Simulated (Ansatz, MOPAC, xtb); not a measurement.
Lewis adduct: AlH3 (SMILES [AlH3]) (first 4 atoms) with H2S (SMILES S); geometry from B3LYP-D3(BJ)/def2-TZVP, rigid monomers moved along the line of their centres of mass till Al1···S5 is 3.61 Å.
(charge 0, multiplicity 1):
```tsv
atom	x (Å)	y (Å)	z (Å)
Al	-0.2520	-0.1264	0.4923
H	-1.0017	-1.4932	0.8004
H	-1.1170	1.1968	0.3387
H	1.1968	-0.1837	-0.1560
S	0.9005	0.6042	3.8306
H	1.4063	-0.6045	4.1327
H	-0.2464	0.3684	4.4916
```

Interaction energies are E(AB) − E(A) − E(B) at the monomers' geometry in the complex; basis-set methods are counterpoise corrected.

The state reached by PM3 isn't checked.

Programs: Ansatz (Gaussian basis) for Hartree–Fock, density functionals and correlated methods; MOPAC for PM3 (differences of heats of formation); xtb for the GFN methods. 

Problem. One of these levels gives -5.41 kcal/mol for the interaction energy. Which one is it?
(A) r2SCAN/def2-TZVPPD
(B) PM3
(C) GFN2-xTB

Solution. C, GFN2-xTB. The others give -3.03 (PM3), -6.12 (r2SCAN/def2-TZVPPD)

Ansatz is an electronic-structure program.
